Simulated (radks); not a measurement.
Results of a calculation; reference values are marked as such.
Valence configurations of O2+ (all share [He]). Code: a radial shooting solver on a logarithmic mesh with Libxc functionals. Model: non-relativistic Kohn-Sham, PBE, spin-polarised, spherical densities, point nucleus; open shells are filled with parallel spins first. Energies are relative to 2s2 2p2; eigenvalues in eV for spin up.

| valence | E (eV) | moment (Bohr magnetons) | e(2p) | e(2s) |
|---|---|---|---|---|
| 2s2 2p2 | 0.000 | 2 | -45.089 | -60.067 |
| 2s1.5 2p2.5 | 4.453 | 3 | -45.530 | -60.583 |
| 2s1 2p3 | 7.273 | 4 | -45.778 | -60.897 |
| 2s0.5 2p3.5 | 19.447 | 3 | -45.262 | -60.393 |
| 2p4 | 30.129 | 2 | -44.538 | - |

NIST lists [He] 2s2 2p2 as the ground configuration; this level of theory agrees among the configurations tried. The energies are those of spherical high-spin densities, not of single terms.
